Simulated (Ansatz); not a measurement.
The molecule ZnCu, multiplicity 2 (lowest of 2S+1 = 2, 4 at PBE0/def2-TZVPP; our sources give no spin for the ground state, which may be another). No spin–orbit coupling. Cu is treated without relativity. Zn is treated without relativity.

Seven points along R, fitted to fifth degree in 1/R; most abundant isotopes. In def2 and cc sets the state is the lowest found near the PBE0 minimum, followed along R.

Codes used: Ansatz (a program for electronic structure) with Gaussian orbitals. Values without a source in brackets are computed.

Question: What bond length and harmonic frequency does r2SCAN/def2-TZVPP give?

Answer: r_e = 2.358 Å, ω_e = 204 cm⁻¹.

Question: What bond length and harmonic frequency does B97M-V/def2-TZVPP give?

Answer: r_e = 2.439 Å, ω_e = 174 cm⁻¹.

Question: What bond length and harmonic frequency does PBE0/def2-TZVPP give?

Answer: r_e = 2.445 Å, ω_e = 173 cm⁻¹.
